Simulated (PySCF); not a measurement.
# Polarisability and C₆ of Cr⁺ (chromium, charge +1)

[Ar] 3d5, high-spin 6S determinant. All numbers are calculated (PySCF 2.14, no relativity, point nucleus, in dyall-av2z (16s12p7d2f, 101 functions)). Coupled (time-dependent) response in atomic units; α is the mean over directions. A double-zeta set is small for polarisabilities.

```tsv
method	mean α (bohr³)	C₆ (like pair)	S(−4)
CAM-B3LYP	11.41	40.92	173.2
```

S(−4) is the Cauchy moment in α(ω) = α(0) + S(−4) ω² + …

α(iu) at CAM-B3LYP:

```
u (hartree)  α(iu) (bohr³)
          0          11.41
     0.0500          11.00
      0.100          10.01
      0.200          7.833
      0.300          6.312
      0.500          4.644
      0.750          3.510
       1.00          2.766
       1.50          1.839
       2.00          1.311
       3.00         0.7704
       5.00         0.3657
```

A single London oscillator, α(iu) = α/(1 + u²/ω²), gives C₆ = (3/4) ω α². Matching the computed C₆ needs ω = 4 × 40.92 / (3 × 11.41²) = 0.419 hartree.

For an ion, C₆ is the dispersion term alone; charge-induced terms of lower order in 1/R come first.
